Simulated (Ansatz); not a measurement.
Frontier orbitals of C2H7Sb, SMILES `C[CH2][SbH2]`.

Charge 0, multiplicity 1. Correlated methods include outer-core shells of Sb, which these sets cover unevenly. Sb: def2 effective core potential. All single points use the PBE0-D4/def2-TZVP geometry. Basis def2-TZVPP, the Gaussian-basis code of Ansatz.

| functional | HOMO (eV) | LUMO (eV) | gap (eV) |
| --- | --- | --- | --- |
| PBE | -5.89 | -0.94 | 4.95 |
| PBE0 | -6.90 | -0.20 | 6.70 |
| B3LYP | -6.74 | -0.44 | 6.30 |
| r2SCANh | -6.50 | -0.39 | 6.11 |
| HSE06 (plane-wave form) | -6.51 | -0.56 | 5.95 |
| LC-ωPBE | -9.39 | 1.79 | 11.18 |
| ωB97M-V | -8.99 | 1.37 | 10.36 |

A quarter of exact exchange (PBE0) shifts PBE's HOMO by −1.01 eV and its LUMO by +0.75 eV; full exchange at long range (ωB97M-V) shifts them by −3.10 and +2.31 eV. The gap opens from 4.95 to 10.36 eV, since occupied levels lose self-interaction and empty ones feel all the electrons. A positive LUMO is unbound and depends on the basis.

B3LYP here is the variant with VWN-RPA as its local correlation; programs differ in this. LC-ωPBE has ω = 0.4 bohr⁻¹.
